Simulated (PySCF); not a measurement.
A structure optimised at B3LYP-D3(BJ)/def2-SVP, used in a PySCF frequency run:

```xyz
11

Si    -1.3784    -0.9442    -0.9263
N     -2.2300    -0.7591     0.5647
S      0.2077     0.5049    -1.2464
Ge     1.1051     0.4215     0.8110
H     -2.2737    -0.7410    -2.0961
H     -0.8301    -2.3272    -0.8958
H     -2.6842     0.1112     0.8226
H     -1.9583    -1.2967     1.3811
H      2.5288     0.9929     0.6862
H      1.1550    -1.0405     1.3043
H      0.2833     1.2678     1.8037
```
Charge 0, spin multiplicity 1.

Q: Write its SMILES and formula.

A: N[SiH2][S][GeH3], GeH7NSSi

Q: What are its rotational constants (standard atomic weights)?

A: 4.2846, 1.4927, 1.1847 GHz
